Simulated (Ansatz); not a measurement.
Ligand exchange: C2H5Cl + AlI3 → CH2ClI + Al(CH3)I2

Species: C2H5Cl `CCCl`, singlet; AlI3 (aluminum iodide) `[I][Al]([I])[I]`, singlet; CH2ClI (chloroiodomethane) `ClCI`, singlet; Al(CH3)I2, singlet. The partners trade CH3 for I: C–CH3 and Al–I bonds give way to C–I and Al–CH3.

Shapes, held fixed at every level: PBE0-D4/def2-TZVP. Programs: Ansatz 0.2.0. Electronic energies: no zero-point or thermal term.

```json
{"level": "HF/def2-SVP", "kind": "Hartree–Fock", "ΔE (kJ/mol)": "+197.3", "less CCSD(T)/def2-TZVPP": "+33.7"}
{"level": "PBE-D4/def2-TZVPP", "kind": "GGA", "ΔE (kJ/mol)": "+155.4", "less CCSD(T)/def2-TZVPP": "-8.2"}
{"level": "wB97X-V/def2-TZVPP", "kind": "range-separated hybrid", "ΔE (kJ/mol)": "+164.8", "less CCSD(T)/def2-TZVPP": "+1.2"}
{"level": "B2PLYP/def2-TZVPP", "kind": "double hybrid", "ΔE (kJ/mol)": "+162.3", "less CCSD(T)/def2-TZVPP": "-1.3"}
{"level": "CCSD(T)/def2-SVP", "kind": "coupled cluster or CI", "ΔE (kJ/mol)": "+184.7", "less CCSD(T)/def2-TZVPP": "+21.1"}
{"level": "CCSD/def2-SVP", "kind": "coupled cluster or CI", "ΔE (kJ/mol)": "+186.5", "less CCSD(T)/def2-TZVPP": "+22.9"}
{"level": "CCSD(T)/def2-TZVPP", "kind": "coupled cluster or CI", "ΔE (kJ/mol)": "+163.6", "less CCSD(T)/def2-TZVPP": "0.0"}
```

The highest level, CCSD(T)/def2-TZVPP, gives ΔE = +163.6 kJ/mol; the levels span +155.4 to +197.3. The column of differences is taken from that level and isn't an error. No measured value is set beside it here. For atoms past krypton def2 sets carry core potentials with scalar relativity. Outer-core shells of I are correlated in most correlated rows, in sets that cover them unevenly.
